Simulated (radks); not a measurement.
Question: The mean radii <r> (bohr) of the occupied orbitals of an atom or ion are listed with their occupations. Calculated with a radial shooting solver on a logarithmic mesh with Libxc functionals: scalar-relativistic Kohn-Sham, PBE, spin-polarised, spherical densities, point nucleus.

orbital  occ.      <r>
1s up       1  0.02074
1s down     1  0.02074
2s up       1  0.08809
2s down     1  0.08809
2p up       3  0.07807
2p down     3  0.07806
3s up       1   0.2299
3s down     1   0.2298
3p up       3   0.2289
3p down     3   0.2288
3d up       5   0.2079
3d down     5   0.2078
4s up       1   0.5188
4s down     1   0.5188
4p up       3   0.5501
4p down     3   0.5502
4d up       5   0.5963
4d down     5   0.5968
5s up       1    1.273
5s down     1    1.282
5p up       3    1.514
5p down     3    1.530
4f up       7   0.8413
6s up       1    4.042
6s down     1    4.090
4f down     4   0.8808

Name the element and its charge. Open shells, if any, are filled with parallel spins first.

Answer: Z = 67, holmium, charge 0: Ho in [Xe] 4f11 6s2. The 1s radius gives Z: for a bare nucleus <r> = (2 gamma + 1)/(2Z) with gamma = sqrt(1 - (Z/c)^2), 0.02048 bohr for Z = 67, and screening makes it slightly larger (0.02074 here). The occupations add up to 67, and the charge is Z minus that.
